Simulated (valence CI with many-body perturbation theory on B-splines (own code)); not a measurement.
# Bi⁷⁷⁺ in brief

Calculated by configuration interaction combined with many-body perturbation theory (CI+MBPT): four valence electrons over a frozen Dirac-Fock core [He], a basis of 11 s, 11 p, 9 d, 7 f, 5 g, 2 h, 1 i functions for each j, with the one-electron correlation potential Σ1 (screened to all orders), the two-electron term Σ2, the three-electron term Σ3, Breit, model QED; selected single and double excitations, second order for the rest (own B-spline code, finite nucleus).

The last digits are not significant, and no measured levels were compared; by estimate large intervals hold to a few tenths of a per cent, small ones and those within an open d or f shell to about a per cent. Among the levels kept, up to 280 cm⁻¹ of a level comes from second order outside the variational space, and about a tenth of that is noise between levels of different J, which matters for small intervals.

Levels are named by their leading jj configuration (3d3/2^4 stands for four electrons in 3d with j = 3/2), which in mixed levels can hold well under half, so a name can repeat and another be missing.

Rates and lifetimes use the calculated energies. Strong lines usually hold to 10 to 20 %, long lifetimes can be off by a factor of two.

Question: What is the ground level?

Answer: (2s^2 2p1/2^2) J=0, composition 68 % 2s2 2p2 3P + 32 % 2s2 2p2 1S.

Question: How well does LS coupling describe the low levels?

Answer: Among the lowest 20 levels the leading LS term, summed over configurations, holds 67 % on average. For single configurations the figures are 67 % in LS and 100 % in jj coupling. Terms mix most in the J = 1 level at 23322 × 10³ cm⁻¹, where the leading one holds 32 %.

Question: Name the longest-lived excited levels whose lifetime is computed, and their main decay.

Answer: (2s^2 2p1/2 2p3/2) J=2 at 19671 × 10³ cm⁻¹ lives 1.35 ns, mostly by E2 to (2s^2 2p1/2^2) J=0; (2s 2p1/2^2 2p3/2) J=2 at 22491 × 10³ cm⁻¹ lives 22.0 ps, mostly by E1 to (2s^2 2p1/2 2p3/2) J=1; (2s^2 2p1/2 2p3/2) J=1 at 19527 × 10³ cm⁻¹ lives 11.8 ps, mostly by M1 to (2s^2 2p1/2^2) J=0.

Question: What is the ionisation energy?

Answer: 24155 eV; NIST lists 24150 ± 120 eV (theoretical).

Question: Where does the other parity begin?

Answer: At (2s 2p1/2^2 2p3/2) J=2, 22491 × 10³ cm⁻¹.

Question: Among levels below 142000 × 10³ cm⁻¹, which E1 lines absorb most strongly from the ground level?

Answer: to (2s^2 2p1/2 3d3/2) J=1 at 0.08459 nm, f = 1.05; to (2s 2p1/2^2 2p3/2) J=1 at 0.4288 nm, f = 0.329; to (2s 2p1/2^2 3p1/2) J=1 at 0.08755 nm, f = 0.301.

Question: What are the static dipole polarisabilities of the lowest levels?

Answer: (2s^2 2p1/2^2) J=0 3.73e-05 bohr³, of which the core gives 1.24e-07.
